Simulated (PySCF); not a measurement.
Species: Ge(NCS)2H2, C2H2GeN2S2.
InChI=1S/C2H2GeN2S2/c6-1-4-3-5-2-7/h3H2

Computed, not measured: PBE0-D3(BJ)/def2-SVP geometry optimisation, gas phase in PySCF.

Masses are those of the commonest isotopes; rigid-rotor values at the optimised geometry. 

(1) Give the principal moments of inertia and the rotational constants in MHz.

(2) What kind of rotor is it?

(3) Is it planar, by Δ = Ic − Ia − Ib?

(4) Give the other two planar moments, Paa and Pbb, and the rms extents of the mass along the axes.

(5) Which lines would a microwave search look for?

Answers

(1) Ia = 349.80, Ib = 909.88, Ic = 1252.83 u·Å²; 505379 MHz·u·Å²/I gives A = 1445, B = 555.4, C = 403.4 MHz.

(2) An asymmetric top: κ = (2 × 555.4 − 1445 − 403.4)/(1445 − 403.4) = -0.71.

(3) Not planar: Δ = Ic − Ia − Ib = -6.85 u·Å². For a rigid frame Δ = −2 Σ m c², so Σ m c² = 3.43 u·Å² lies off the ab plane: 3.38 from hydrogen and 0.05 from heavier atoms. The atom farthest from that plane is 1.33 Å away.

(4) Paa = Σ m a² = (Ib + Ic − Ia)/2 = 906.46 and Pbb = Σ m b² = (Ia + Ic − Ib)/2 = 346.38 u·Å². With the mass M = 191.89 u, the rms extents √(P/M) along a, b and c are 2.17, 1.34, 0.13 Å.

(5) The dipole components are |μa| = 0.00 D, |μb| = 3.31 D, |μc| = 0.07 D. Intensities carry the squares of the components, which stand as 0.00 : 1.00 : 0.00 (a : b : c). Some lines, for components of 0.1 D or more:

```csv
type,branch,"J(Ka,Kc)",MHz,lower level (cm⁻¹)
b,R,"3(0,3) ← 2(1,2)",2051,0.121
b,Q,"3(2,2) ← 3(1,3)",3363,0.209
b,Q,"5(3,2) ← 5(2,3)",4454,0.625
b,Q,"3(3,0) ← 3(2,1)",4751,0.324
b,R,"4(2,3) ← 3(1,2)",6273,0.239
b,R,"3(3,0) ← 2(2,1)",7715,0.225
b,Q,"5(5,1) ← 5(4,2)",8651,0.997
b,R,"5(2,3) ← 4(1,4)",8993,0.325
b,R,"5(3,2) ← 4(2,3)",9762,0.448
b,R,"5(5,1) ← 4(4,0)",13485,0.836
b,R,"5(5,0) ← 4(4,1)",13485,0.835
```

Whether it is a minimum is left open (no frequencies). Constants of a rigid frame at the computed geometry: no zero-point averaging, no centrifugal distortion. Quadrupole hyperfine structure (14N) is left out.
